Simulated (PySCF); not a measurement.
SeF3, SMILES F[Se](F)F, multiplicity 2. Atoms are numbered in the order given.

```xyz
4

Se     0.0424     0.2855     0.0000
F     -0.0849     0.1861     1.8053
F     -0.0849     0.1861    -1.8053
F      0.0097    -1.4510     0.0000
```
Charge 0, spin multiplicity 2.

The structure is a stationary point at B3LYP-D3(BJ)/def2-SVP. The spin state was assumed, not searched. The isomer is the one that the SMILES or the coordinates give; other isomers of the formula were not compared.

Computed with B3LYP/def2-TZVPD (PySCF).

Mulliken values depend strongly on the basis, most of all with diffuse functions as here. ESP charges are fitted to the potential on shells at 1.4 to 2.0 van der Waals radii. Atomic charges (e):

```tsv
atom	Mulliken	meta-Löwdin	ESP fit	Mulliken spin
Se1	1.11	1.41	0.76	0.84
F2	-0.42	-0.50	-0.31	0.06
F3	-0.42	-0.50	-0.31	0.06
F4	-0.26	-0.41	-0.14	0.04
```
